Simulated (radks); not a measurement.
Task: All-electron atom: Cs XXX in [Ar] 3d8. Calculated with a radial shooting solver on a logarithmic mesh with Libxc functionals: Dirac Kohn-Sham, BLYP, spin-unpolarised, spherical densities, finite nucleus; open shells fill j = l - 1/2 first; Fermi nuclear charge, rms radius 4.8041 fm. Some entries of the table are withheld. Estimate them.

| orbital | occ. | eigenvalue (eV) | <1/r> (bohr^-1) |
|---|---|---|---|
| 1s1/2 | 2 | -36904.18 | 59.40 |
| 2s1/2 | 2 | -6710.928 | 13.97 |
| 2p1/2 | 2 | (1) | (2) |
| 2p3/2 | 4 | (3) | (4) |
| 3s1/2 | 2 | -2167.133 | 5.175 |
| 3p1/2 | 2 | (5) | 5.098 |
| 3p3/2 | 4 | (6) | 4.809 |
| 3d3/2 | 4 | -1735.401 | 4.682 |
| 3d5/2 | 4 | -1719.129 | 4.608 |
| 4s1/2 | 0 | -1040.338 | 2.482 |
| 4p1/2 | 0 | -986.7698 | 2.426 |
| 4p3/2 | 0 | -963.8121 | 2.330 |

Result: 
(1) 2p1/2 eigenvalue (eV): -6386.601
(2) 2p1/2 <1/r> (bohr^-1): 13.94
(3) 2p3/2 eigenvalue (eV): -6031.785
(4) 2p3/2 <1/r> (bohr^-1): 12.77
(5) 3p1/2 eigenvalue (eV): -2034.449
(6) 3p3/2 eigenvalue (eV): -1960.755
